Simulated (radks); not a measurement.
All-electron atom: Ge+ in [Ar] 3d10 4p1 4d2 (not the ground configuration). Method: Dirac Kohn-Sham, LDA (Slater exchange, VWN5 correlation), spin-unpolarised, spherical densities, finite nucleus; open shells are shared between the two j in proportion to 2j + 1; Fermi nuclear charge, rms radius 4.0742 fm; computed with a radial shooting solver on a logarithmic mesh with Libxc functionals.

Spin-orbit splittings of the eigenvalues, e(l+1/2) - e(l-1/2), with zeta = 2 splitting/(2l+1) and mean radii in bohr:

shell  occ.  splitting (eV)  zeta (eV)  <r> j=l-1/2  <r> j=l+1/2
2p        6           31.82      21.21       0.1814       0.1850
3p        6           4.291      2.861       0.6399       0.6507
3d       10          0.5936     0.2374       0.7229       0.7278
4p        1          0.3452     0.2301        2.249        2.281
4d        2               ?          ?        3.848        3.860
5p        0         0.06734    0.04490        5.718        5.775

Estimate the 4d splitting.

Answer. 0.02126 eV (zeta = 0.008503 eV).
